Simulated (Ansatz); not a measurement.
Geometry optimisation, RKS BLYP-D4/def2-SVP in Ansatz.

input.yaml

```yaml
crystal:
  periodic: [false, false, false]
  atoms:
    - { symbol: Ga, position_ang: [0.0, 0.0, 0.0] }
    - { symbol: H, position_ang: [0.0, 0.0, 1.92] }
    - { symbol: H, position_ang: [1.3596, 0.0, -0.785] }
    - { symbol: H, position_ang: [-1.3596, 0.0, -0.785] }
    - { symbol: O, position_ang: [0.0874, -1.9815, 0.659] }
    - { symbol: H, position_ang: [-0.4591, -2.5661, 0.0429] }
    - { symbol: H, position_ang: [0.0441, -1.0002, 1.8157] }
basis:
  gaussian: { orbitals: def2-SVP }
hamiltonian:
  xc: blyp
  dispersion: d4
relax:
  f_tol: 0.15
  max_steps: 25
  restrain:
    - { distance: [0, 4], at: 2.99, k: 30.0 }
    - { distance: [6, 1], at: 1.86, k: 30.0 }
    - { distance: [0, 1], at: 1.57, k: 30.0 }
    - { distance: [6, 4], at: 1.01, k: 30.0 }
```

Launched with:

```bash
$ ansatz run input.yaml --threads 2 --pin off --max-ram 3072MiB --backend cpu --events-out ev --progress --plain --runs-dir out
```

**Question.** Where does it end, and by what steps?

**Answer.** It converged. The restraints hold the end off the free minimum. After 9 steps the energy has fallen by 1.366 eV (the restraints' own energy left out); H6 moved furthest, 0.81 Å. Parted: Ga1–O5 (2.09 → 2.97 Å). Joined: O5–H7 (1.52 → 1.00 Å).

```json
{"step": "0", "energy less start (eV)": "0.0000", "largest force component (eV/Å)": "2.681", "accepted": "yes"}
{"step": "1", "energy less start (eV)": "0.3427", "largest force component (eV/Å)": "2.443", "accepted": "yes"}
{"step": "2", "energy less start (eV)": "-0.1089", "largest force component (eV/Å)": "3.100", "accepted": "yes"}
{"step": "3", "energy less start (eV)": "-0.7594", "largest force component (eV/Å)": "1.869", "accepted": "yes"}
{"step": "4", "energy less start (eV)": "-1.0759", "largest force component (eV/Å)": "1.040", "accepted": "yes"}
{"step": "5", "energy less start (eV)": "-1.1314", "largest force component (eV/Å)": "2.025", "accepted": "yes"}
{"step": "6", "energy less start (eV)": "-1.2838", "largest force component (eV/Å)": "1.089", "accepted": "yes"}
{"step": "7", "energy less start (eV)": "-1.3428", "largest force component (eV/Å)": "0.798", "accepted": "yes"}
{"step": "8", "energy less start (eV)": "-1.3647", "largest force component (eV/Å)": "0.678", "accepted": "yes"}
{"step": "9", "energy less start (eV)": "-1.3661", "largest force component (eV/Å)": "0.753", "accepted": "yes"}
```

```xyz
7
Properties=species:S:1:pos:R:3
Ga 0.053 0.332 -0.097
H -0.038 0.143 1.468
H 1.452 0.635 -0.762
H -1.291 0.287 -0.932
O 0.170 -2.472 0.887
H -0.761 -2.754 0.771
H 0.088 -1.719 1.533
```

Time of the run: 10 s on 2 threads of Arm Neoverse V2, on a shared host, peak memory 0.12 GiB.
